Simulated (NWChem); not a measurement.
# CH3ClZn; SMILES [CH3][Zn][Cl]

```xyz
6

Zn     0.0011     0.3482     0.0000
Cl     0.0003    -1.7696     0.0000
C      0.0014     2.2786     0.0000
H     -0.6392     2.6692     0.8056
H     -0.3763     2.6693    -0.9574
H      1.0193     2.6693     0.1518
```
Atoms are numbered in this order, from 1.

Level: PBE0/def2-SVP (NWChem), optimised geometry, unscaled harmonic frequencies. 

```tsv
frequency (cm⁻¹)	IR intensity (km/mol)
116	7.8
116	7.8
398	25.6
595	32.1
700	44.3
700	44.3
1202	0.8
1427	2.5
1427	2.5
3063	5.8
3173	2.1
3173	2.1
```

The zero-point energy comes out as 23.0 kcal/mol, the thermal correction to the enthalpy at 298.15 K (with zero-point energy) is 26.7 kcal/mol and the heat capacity Cv is 14.4 cal/(mol K). The entropy at 298.15 K and 1 atm (symmetry number 3) comes out as 69.7 cal/(mol K) and the dipole moment is 2.49 D.

Rigid rotor and harmonic oscillator.
